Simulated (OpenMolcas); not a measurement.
# Zr²⁺: effect of the active space

| Property | Result |
| --- | --- |
| Program | OpenMolcas |
| Method | SS-CASPT2 or its RAS form, IPEA 0.25 Eh, imaginary shift 0.1 Eh |
| Basis | ANO-RCC-VDZP |
| Scalar Hamiltonian | DKH2, point nucleus |
| Spin-orbit coupling | state interaction with AMFI integrals over the reference wave functions, term energies averaged over their components |

A. 2 electrons in 5 orbitals (4d); 2S+1 = 3 even, 10 roots; 2S+1 = 1 even, 15 roots; closed shells correlated: 4s 4p; CASPT2 step of the order of 2.9 core-seconds
B. 2 electrons in 6 orbitals (4d 5s); 2S+1 = 3 even, 15 roots; 2S+1 = 1 even, 21 roots; closed shells correlated: 4s 4p; CASPT2 step about 5 core-seconds
C. 2 electrons in 9 orbitals (RAS2 4d 5s; RAS3 5p, at most 2 electrons); 2S+1 = 3 even, 15 roots; 2S+1 = 1 even, 21 roots kept (CI in the orbitals of an earlier block); 2S+1 = 3 odd, 18 roots; 2S+1 = 1 odd, 18 roots kept (CI in the orbitals of an earlier block); closed shells correlated: 4s 4p; CASPT2 step of the order of 40 core-seconds

Energies in cm-1 above 4d2 3F2, the measured ground level; measured values from Moore, Atomic Energy Levels, vol. II, NSRDS-NBS 35 (1971 reprint of NBS Circular 467, 1952); NIST levels as listed in Rynkun, Gaigalas and Jonsson, Astron. Astrophys. 637, A10 (2020).

```json
{"Level": "4d2 3F2", "A": "0.0", "B": "0.0", "C": "0.0", "Measured": "0.0"}
{"Level": "4d2 3F3", "A": "726", "B": "736", "C": "738", "Measured": "681"}
{"Level": "4d2 3F4", "A": "1574", "B": "1596", "C": "1597", "Measured": "1486"}
{"Level": "4d2 1D2", "A": "5670", "B": "5470", "C": "5450", "Measured": "5742"}
{"Level": "4d2 3P0", "A": "8350", "B": "8360", "C": "8330", "Measured": "8062"}
{"Level": "4d2 3P1", "A": "8630", "B": "8650", "C": "8620", "Measured": "8326"}
{"Level": "4d2 3P2", "A": "9180", "B": "9180", "C": "9170", "Measured": "8838"}
{"Level": "4d2 1G4", "A": "11990", "B": "11740", "C": "11890", "Measured": "11049"}
{"Level": "4d2 1S0", "A": "24150", "B": "23570", "C": "23370", "Measured": "23979"}
```

Deviations, from unrounded energies. A percentage is the sum of absolute deviations over the sum of measured energies, with the sign that they share, or ± where signs differ.

| Against measurement | Levels | A | B | C |
| --- | --- | --- | --- | --- |
| mean absolute deviation (cm-1) | 8 | 280 | 310 | 350 |
| fine structure of the ground term (%) | 2 | +6.1 | +7.6 | +7.7 |
| other terms of the ground configuration (%) | 6 | ±3.2 | ±3.5 | ±4.0 |

A lies closest to measurement on these levels and C furthest from it. The largest miss of A in the table is 4d2 1G4, by +940 cm-1. The ranking rests on the paired levels alone, and a cruder setting can come out closer through cancelling errors.

The two smallest mean deviations differ by little beside CASPT2's spread within terms, so their order carries little weight.

Among A to C the level of the table that moves most is 4d2 1S0, by 780 cm-1 (lowest in C, highest in A). Moves below CASPT2's spread within the term are not significant.

Term energies are means over components that CASPT2 splits; among the terms shown or strongly mixed into the levels shown the widest spread is 420 cm-1 (4d2 1G, C). Levels of configurations with an s electron are missing; early in the row they begin among the upper levels of the d shell and mix with terms of their name (holds for A). Terms from blocks run as CI alone lack orbitals of their own (holds for C). Computed and measured levels are paired by configuration, term and J; levels that our copy of the source lacks, or whose pairing is in doubt (as where it misses far off the trend of its configuration), stay unpaired and out of the deviations. Only configurations of the active space appear. Levels that lie high or do not pair safely by name in every column are left out.
